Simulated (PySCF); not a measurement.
One of the candidates below gave these computed data.

All candidates are C7H8F2.

- Polarisability: 85.6 au [B3LYP/def2-SVPD]
- 1H NMR: chemical shifts (computed TMS as zero) by class: 6.10 (1 H), 5.24 (1 H), 5.23 (1 H), 4.94 (1 H), 2.81 (1 H), 2.77 (1 H), 2.76 (1 H), 2.45 (1 H) ppm [GIAO PBE0/pcSseg-1]
- Rotational structure: rotational constants A, B, C: 1.807, 1.635, 0.886 GHz [GFN2-xTB]
- UV, first state: lowest singlet excitation: 5.57 eV (222 nm, f = 0.540) [TDDFT B3LYP/def2-SVPD]
- Triplet: lowest triplet excitation (Tamm–Dancoff): 3.24 eV [TDA B3LYP/def2-SVPD]
- Dipole: 1.13 D [B3LYP/def2-SVPD]
- 13C NMR: chemical shifts (computed TMS as zero) by class: 171.2 (1 C), 144.6 (1 C), 119.4 (1 C), 115.6 (1 C), 91.5 (1 C), 41.3 (1 C), 38.0 (1 C) ppm [GIAO PBE0/pcSseg-1]

Electronic properties: PySCF, gas phase, density fitting. Levels stand in brackets. Isolated species at its GFN2-xTB geometry (one conformer only). NMR values are class means; diastereotopic atoms form classes of their own.

Question: Which candidate is it?
A. `C=C1C=C(F)C[C@@H](F)C1`
B. `C#CC[C@@H](C)C=C(F)F`
C. `FC(F)C1=C[C@@H]2C[C@@H]2C1`

Answer: A. It is `C=C1C=C(F)C[C@@H](F)C1`. Numbering: `[CH2:1]=[C:2]1[CH:3]=[C:4]([F:5])[CH2:6][C@@H:7]([F:8])[CH2:9]1`. Its formula, C7H8F2, gives 3 degrees of unsaturation: 1 ring and 2 π bonds in the structure found. 7 carbons fall into 7 classes; from least to most shielded: vinylic C–F carbon [C4] (171.2 ppm), fully substituted alkene carbon [C2] (144.6 ppm), terminal =CH2 carbon [C1] (119.4 ppm), alkene CH carbon [C3] (115.6 ppm), sp3 C–F carbon [C7] (91.5 ppm), allylic carbon [C9] (41.3 ppm), allylic carbon [C6] (38.0 ppm). Hydrogen classes from least to most shielded: 1 H on an alkene CH carbon, C3 (6.10 ppm), 1 H on a terminal =CH2 carbon, C1 (5.24 ppm), 1 H on a terminal =CH2 carbon, C1 (5.23 ppm), 1 H on an sp3 C–F carbon, C7 (4.94 ppm), 1 H on an allylic carbon, C6 (2.81 ppm), 1 H on an allylic carbon, C9 (2.77 ppm), 1 H on an allylic carbon, C6 (2.76 ppm), 1 H on an allylic carbon, C9 (2.45 ppm). S1 is mainly HOMO→LUMO (weight 0.96); the largest Löwdin shares of the orbital it empties are 0.26 on the terminal =CH2 carbon, 0.19 on the vinylic C–F carbon, 0.17 on the fully substituted alkene carbon and 0.17 on the alkene CH carbon, of the orbital it fills 0.24 on the terminal =CH2 carbon, 0.23 on the vinylic C–F carbon, 0.17 on the fully substituted alkene carbon and 0.12 on the alkene CH carbon. The optimised geometry has point group C1 and is an asymmetric top.

The others, at the same levels:
- `C#CC[C@@H](C)C=C(F)F` fails: its computed 13C shifts are 168.3 (1 C), 89.4 (1 C), 86.1 (1 C), 78.6 (1 C), 31.2 (1 C), 29.2 (1 C), 21.9 (1 C) ppm, 1H shifts are 4.84 (1 H), 2.56 (1 H), 2.49 (1 H), 2.45 (1 H), 1.50 (1 H), 1.30 (3 H) ppm and rotational constant A is 2.697 GHz (against 1.807 GHz).
- `FC(F)C1=C[C@@H]2C[C@@H]2C1` fails: its computed 13C shifts are 144.5 (1 C), 143.7 (1 C), 119.0 (1 C), 38.8 (1 C), 28.0 (1 C), 20.3 (1 C), 20.2 (1 C) ppm, 1H shifts are 6.63 (1 H), 6.46 (1 H), 2.63 (1 H), 2.58 (1 H), 1.94 (1 H), 1.77 (1 H), 0.99 (1 H), -0.07 (1 H) ppm and rotational constant A is 3.656 GHz (against 1.807 GHz).

Each candidate is one conformer, not necessarily the lowest. The conformers computed, where there is a choice (atom-mapped SMILES and torsion angles):
- `[CH:1]#[C:2][CH2:3][C@@H:4]([CH3:5])[CH:6]=[C:7]([F:8])[F:9]`: C2–C3–C4–C5 -60°, C3–C4–C6–C7 116°

The conformers of `C=C1C=C(F)C[C@@H](F)C1` and `FC(F)C1=C[C@@H]2C[C@@H]2C1` aren't listed.
